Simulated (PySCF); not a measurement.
A series of substituents X on one scaffold: SiH2Cl-X. Isolated molecules, 0 K electronic values unless said otherwise. One relaxed conformer stands for each flexible species; it need not be the lowest. Strings in code marks are SMILES.

The numbers are results of PBE0-D4/def2-TZVP in PySCF, not measurements. All candidates: neutral, multiplicity 1. Excitations are Tamm–Dancoff values on a coarser integration grid. The basis has no diffuse functions, so Rydberg states are missing or too high.

```
Property                Value
-------------------  --------
HOMO                 -8.38 eV
T1 excitation (TDA)   7.08 eV
S1 excitation (TDA)   7.46 eV
```

Task: Say which member has these values.
(A) `Cl[SiH2]C1CC1` (Cl–Si–C–C torsion 83°)
(B) `OB(O)[SiH2]Cl`
(C) `[SiH3]Cl`
(D) `N[SiH2]Cl`

Result: A, `Cl[SiH2]C1CC1` (Cl–Si–C–C torsion 83°). The others give `N[SiH2]Cl`: -8.05 eV, 6.48 eV, 6.98 eV; `OB(O)[SiH2]Cl`: -8.19 eV, 5.20 eV, 6.26 eV; `[SiH3]Cl`: -9.03 eV, 6.96 eV, 7.40 eV
